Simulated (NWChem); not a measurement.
Species: Si2NH5F2; SMILES N[Si@@H](F)[SiH2]F

```xyz
10

N      1.5921    -1.2678     0.3617
Si     0.0903    -0.8788    -0.3744
F     -1.1456    -1.8556     0.0472
Si    -0.5728     1.2692     0.2852
F      0.4677     2.3670    -0.3074
H      1.7611    -1.1202     1.3491
H      2.1765    -2.0093    -0.0060
H      0.2886    -1.0500    -1.8365
H     -1.9341     1.5999    -0.2193
H     -0.5803     1.3861     1.7723
```
Atoms are numbered in this order, from 1.

Results from NWChem. Medium grid unless said otherwise, to which SCAN and Minnesota functionals are sensitive. All runs use the structure optimised with B3LYP/6-31G* (spherical d). Hybrids' shares of exact exchange are those that their runs print; pure functionals count as 0. The functionals differ in more than this share.

| row | share of exact exchange | highest occupied level (eV) |
|---|---|---|
| PBE/def2-TZVP | 0.00 | -6.73 |
| r2SCAN/def2-TZVP | 0.00 | -7.03 |
| TPSSh/def2-TZVP | 0.10 | withheld |
| B3LYP/def2-TZVP | 0.20 | -7.89 |
| PW6B95/def2-TZVP | 0.28 | -8.22 |
| Hartree-Fock/def2-TZVP | 1.00 | -11.27 |

Question: Fit a straight line of the last column on the one before it, predict the withheld value, and compare with the run.

Answer: 
1. Means of the 5 shown rows: x = 0.296, y = -8.228. Slope Σ(x − x̄)(y − ȳ)/Σ(x − x̄)² = -2.972/0.6803 = -4.369; intercept -6.935.
2. The shown rows scatter about the line by 0.112 (root mean square); the largest residual is +0.20, at PBE/def2-TZVP.
3. At x = 0.10 (TPSSh/def2-TZVP; inside the shown range) the line gives -7.37.
4. The run gives -7.37, 0.00 from the line, 0.0 times the scatter.
